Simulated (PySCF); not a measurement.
Cd(Me)(SiH3) (CH6CdSi), SMILES [CH3][Cd][SiH3]. Atoms are numbered in the order given.

```xyz
9

Cd     0.0000     0.0000    -0.3280
C      0.0000     0.0000    -2.4752
H     -0.8314    -0.6104    -2.8614
H      0.9443    -0.4148    -2.8614
H     -0.1129     1.0252    -2.8614
Si     0.0000     0.0000     2.2055
H      1.3524    -0.3135     2.7677
H     -0.9477    -1.0145     2.7677
H     -0.4047     1.3279     2.7677
```

Geometry: B3LYP-D3(BJ)/def2-SVP. The structure was generated by enumeration; whether it is a known compound was not checked. The def2 effective core potentials stand for the cores of Cd; spin–orbit coupling is left out.

Method: B3LYP-D3(BJ)/def2-SVP in PySCF 2.14.0.

Frequencies are harmonic and unscaled.

A small imaginary wavenumber (i) marks a very flat motion, where grid noise or a shallow saddle decides the sign.

Modes within 1.5 cm⁻¹ of each other (mostly degenerate sets) share a row, with their intensities summed.

```
mode   ν (cm⁻¹)  IR (km/mol)  moving atoms (share of kinetic energy)
-----  --------  -----------  --------------------------------------
1           17i          0.0                                 H 100 %
2–3          97          5.6        C 37 %, H 25 %, Cd 24 %, Si 14 %
4           280          3.4                 Si 72 %, Cd 15 %, H 9 %
5–6         429         12.0                         H 89 %, Si 10 %
7           483         42.1                 C 68 %, H 18 %, Cd 14 %
8–9         664         47.9                          H 84 %, C 15 %
10          867        333.7                          H 91 %, Si 9 %
11–12       950         85.8                                  H 98 %
13         1168          4.0                          H 83 %, C 17 %
14–15      1433          1.3                                  H 95 %
16         2179        103.9                                  H 99 %
17–18      2187        221.5                                  H 96 %
19         3027         22.0                                  H 98 %
20–21      3127         18.1                           H 91 %, C 9 %
```
